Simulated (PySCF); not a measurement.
C2H9ClSi3.

```xyz
15

C      2.9491    -0.4696     0.0577
C      1.7556     0.1254     0.1423
Cl     1.1847     1.1437    -1.1886
Si     0.5167    -0.0222     1.5584
Si    -1.4516    -1.0318     0.7611
Si    -2.3127     0.0639    -1.1362
H      3.3006    -1.0975     0.8813
H      3.6015    -0.3522    -0.8124
H      1.1562    -0.8277     2.6406
H      0.2093     1.3442     2.0712
H     -1.1620    -2.4610     0.4305
H     -2.4698    -1.0073     1.8570
H     -2.3132     1.5397    -0.9238
H     -1.5052    -0.2703    -2.3419
H     -3.7203    -0.3845    -1.3624
```
Charge 0, spin multiplicity 1.

Geometry optimised at B3LYP-D3(BJ)/def2-SVP. This is a generated structure with no PubChem entry under its InChIKey; it may be hypothetical. Other conformers were not sampled.

Level of theory: PBE/pcSseg-1 in PySCF. Non-relativistic, no solvent.

Computed absolute GIAO shielding of each atom: isotropic value and principal components (ppm):
```tsv
atom	σ(iso)	σ11	σ22	σ33	span
C1	45.2	-71.1	71.2	135.5	206.6
C2	25.0	-75.4	44.4	106.0	181.4
Cl3	605.7	345.5	578.7	892.8	547.2
Si4	394.1	353.5	382.5	446.2	92.7
Si5	453.7	450.0	454.0	457.0	7.0
Si6	442.0	434.2	442.7	449.2	15.0
H7	25.1	21.4	23.9	29.9	8.4
H8	25.1	20.9	23.9	30.5	9.6
H9	26.6	22.9	25.2	31.7	8.8
H10	26.7	23.9	25.0	31.3	7.3
H11	27.7	24.6	25.3	33.3	8.7
H12	27.8	24.2	25.3	33.8	9.5
H13	27.4	24.0	26.4	31.9	7.8
H14	27.4	23.6	27.0	31.6	8.0
H15	27.4	23.7	24.9	33.5	9.7
```
